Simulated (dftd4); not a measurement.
C$_{3}$H$_{10}$Si (SMILES C[SiH](C)C), singlet, at a GFN2-xTB geometry; D4 for blyp in dftd4.

The dftd4 input:
```
$ dftd4 mol.xyz --func blyp --charge 0 --json dftd4.json --noedisp --grad

# file mol.xyz
14

Si     0.04227581     0.17410565     0.35767998
C     -0.94677323     1.32330318    -0.79306653
C      1.75998590    -0.15337865    -0.39419538
C     -0.88714883    -1.47441790     0.56171541
H      0.19817869     0.81616493     1.67671672
H     -1.08207267     0.88244973    -1.77698739
H     -1.93349276     1.53106784    -0.39013129
H     -0.44225768     2.27526120    -0.92863343
H      2.35085242    -0.80627152     0.24121477
H      1.68499224    -0.62713212    -1.36922950
H      2.31726365     0.76979478    -0.52198718
H     -1.02111986    -1.97760373    -0.39202130
H     -1.87270611    -1.32118853     0.99105908
H     -0.34788226    -2.15306147     1.21575889
```

It wrote (shortened):

```
                    ____  _____ _____     ____  _  _
      -------------|  _ \|  ___|_   _|---|  _ \| || |------------
     |             | | | | |_    | | ___ | | | | || |_           |
     |             | |_| |  _|   | ||___|| |_| |__   _|          |
     |             |____/|_|     |_|     |____/   |_|            |
     |             ===================================           |
     |            E. Caldeweyher, S. Ehlert & S. Grimme          |
     |          Mulliken Center for Theoretical Chemistry        |
     |                    University of Bonn                     |
      -----------------------------------------------------------

Rational (Becke-Johnson) damping: blyp-D4-ATM
---------------------
  s6         1.0000
  s8         2.3408
  s9         1.0000
  a1         0.4449
  a2         4.0933
 alp        16.0000
--------------------

Dispersion energy:      -2.0514262052716E-02 Eh

Gradient norm:           1.9839705956567E-03 Eh/a0
--------------------------------------------------
     #    Z           dE/dx      dE/dy      dE/dz
--------------------------------------------------
     1   14 Si    3.212E-05  1.323E-04  2.717E-04
     2    6 C    -5.370E-04  7.862E-04 -4.005E-04
     3    6 C     1.017E-03 -6.141E-05 -1.716E-04
     4    6 C    -5.028E-04 -8.197E-04  3.771E-04
     5    1 H     2.666E-05  1.098E-04  2.256E-04
     6    1 H    -1.505E-04  1.903E-04 -1.537E-04
     7    1 H    -1.078E-04  1.834E-04 -1.001E-04
     8    1 H    -1.367E-04  1.690E-04 -8.972E-05
     9    1 H     2.297E-04 -6.837E-07 -5.041E-05
    10    1 H     2.694E-04 -3.875E-05 -9.187E-05
    11    1 H     2.303E-04 -3.118E-05 -3.564E-05
    12    1 H    -1.412E-04 -2.437E-04  5.641E-05
    13    1 H    -9.972E-05 -1.959E-04  8.354E-05
    14    1 H    -1.292E-04 -1.798E-04  7.920E-05
--------------------------------------------------

Virial:
--------------------------------------------------
      component           x          y          z
--------------------------------------------------
          x       9.611E-03 -3.670E-04 -7.540E-04
          y      -3.670E-04  8.188E-03 -3.105E-03
          z      -7.540E-04 -3.105E-03  3.321E-03
--------------------------------------------------

[Info] Dispersion results written to 'dftd4.txt'
[Info] JSON dump of results written to 'dftd4.json'
```
